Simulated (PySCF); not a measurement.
Working out the ionisation energy of K+

K+ [Ar] (1S) → K(2+) [Ne] 3s2 3p5 (2P). All numbers are calculated (PySCF 2.14, the spin-free X2C one-electron Hamiltonian (Gaussian nucleus), in Sapporo-DKH3-DZP-2012 (6s5p1d, 26 functions)). Frozen: [Ne] 3s2. Energies in hartree (1 hartree = 27.21139 eV):

| part | K+ (lower) | K(2+) (upper) |
| --- | --- | --- |
| UHF | -601.297166 | -600.177139 |
| CCSD correlation | -0.152327 | -0.109552 |
| (T) | -0.000430 | -0.000155 |

Question: What does Hartree-Fock give?

Answer: (-600.177139) − (-601.297166) = 1.120027 hartree = 30.477 eV.

Question: What do CCSD and CCSD(T) give?

Answer: The CCSD correlation energies differ by 0.042775 hartree = 1.164 eV and the triples by 0.000275 hartree = 0.007 eV, so CCSD gives 31.641 eV and CCSD(T) 31.648 eV.

Reference: 31.625 eV (measured; NIST Atomic Spectra Database, ionization energies), between the lowest levels; spin-orbit coupling is absent from the calculation.

A double-zeta basis recovers only part of the correlation energy.

What remains against the reference includes basis incompleteness, the frozen core and higher excitations.
